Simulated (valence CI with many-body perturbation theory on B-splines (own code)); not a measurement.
**Valence orbitals of Hf38+**

Level of theory: relativistic CI+MBPT: six valence electrons over a frozen Dirac-Fock core [Ar] 3d10, a basis of 9 s, 9 p, 8 d, 6 f, 3 g, 1 h functions for each j, with the one-electron correlation potential Σ1 (screened to all orders), the two-electron term Σ2, the three-electron term Σ3, Breit, model QED; selected single and double excitations, second order for the rest, scaled by the run's own slope (own B-spline code, finite nucleus).

The last digits are not significant, and no measured levels were compared; by estimate large intervals hold to a few tenths of a per cent, small ones and those within an open d or f shell to about a per cent. Among the levels kept, up to 630 cm⁻¹ of a level comes from second order outside the variational space, and about a tenth of that is noise between levels of different J, which matters for small intervals.

These are the spectroscopic orbitals of the CI (the correlating ones are not listed), shaped by the core and the other valence electrons. h is the expectation value of the core's Dirac-Fock operator, without the valence repulsion; Σ1 is computed up to l = 3 at one energy for each symmetry, that of its lowest orbital but kept below the first core excitation, so for empty shells it is not the orbital's own correlation shift; Breit and QED include the response of the core, and the two lowest orbitals of each symmetry also the frequency dependence of Breit exchange, which makes a step in that column.

| Orbital | h (hartree) | Σ1 (cm⁻¹) | Breit (cm⁻¹) | QED (cm⁻¹) | ⟨r⟩ (bohr) |
| --- | --- | --- | --- | --- | --- |
| 4s1/2 | -81.583 | -13993 | 12064 | 9109 | 0.4189 |
| 5s1/2 | -48.727 | -4975 | 5281 | 4070 | 0.7105 |
| 6s1/2 | -32.394 | -2390 | 2723 | 2140 | 1.082 |
| 7s1/2 | -23.097 | -1355 | 1607 | 1269 | 1.528 |
| 4p1/2 | -78.152 | -14777 | 18789 | 289 | 0.4167 |
| 5p1/2 | -47.051 | -5322 | 8334 | 136 | 0.7167 |
| 6p1/2 | -31.464 | -2599 | 4381 | 74.4 | 1.095 |
| 7p1/2 | -22.528 | -1488 | 2612 | 45.0 | 1.548 |
| 4p3/2 | -74.901 | -12793 | 11096 | 1093 | 0.4366 |
| 5p3/2 | -45.527 | -4830 | 4977 | 500 | 0.7423 |
| 6p3/2 | -30.629 | -2409 | 2864 | 270 | 1.126 |
| 7p3/2 | -22.021 | -1395 | 1717 | 163 | 1.585 |
| 4d3/2 | -69.56 | -14479 | 8287 | -445 | 0.4256 |
| 5d3/2 | -42.958 | -5357 | 3767 | -192 | 0.7463 |
| 6d3/2 | -29.21 | -2703 | 2055 | -103 | 1.141 |
| 4d5/2 | -68.859 | -13720 | 5174 | -83.7 | 0.4312 |
| 5d5/2 | -42.621 | -5093 | 2276 | -27.6 | 0.7530 |
| 6d5/2 | -29.021 | -2572 | 1245 | -12.4 | 1.149 |
| 4f5/2 | -63.171 | -13936 | 3210 | -272 | 0.3963 |
| 5f5/2 | -40.072 | -4427 | 1380 | -127 | 0.7349 |
| 4f7/2 | -62.994 | -13390 | 1256 | -143 | 0.3984 |
| 5f7/2 | -39.972 | -4259 | 554 | -63.5 | 0.7374 |
| 5g7/2 | -38.648 |  | 110 | -25.6 | 0.6784 |
| 5g9/2 | -38.608 |  | -12.6 | 1.0 | 0.6795 |

Among the shells of the start configuration 4s2 4p4, Σ1 is largest in size for 4p1/2, where it is 0.086 % of h.

Lowest root of each symmetry, sizes in configuration state functions:

| J | Parity | Roots | Reference | Variational | Second order | Change by selected CI (cm⁻¹) | Change by second order (cm⁻¹) |
| --- | --- | --- | --- | --- | --- | --- | --- |
| 0 | even | 3 | 20 | 29574 | 720209 | -21792 | -25 |
| 1 | even | 2 | 37 | 58160 | 2089252 | -19870 | -67 |
| 2 | even | 3 | 56 | 56470 | 3082739 | -20177 | -61 |
| 0 | odd | 5 | 24 | 43709 | 864061 | -34989 | -38 |
| 1 | odd | 10 | 62 | 59998 | 2778705 | -35818 | -252 |
| 2 | odd | 10 | 77 | 56259 | 4364276 | -35047 | -526 |
| 3 | odd | 8 | 71 | 55040 | 4582560 | -36982 | -500 |
| 4 | odd | 5 | 50 | 53044 | 4789149 | -37539 | -341 |
| 5 | odd | 1 | 27 | 44568 | 2570777 | -37037 | -142 |
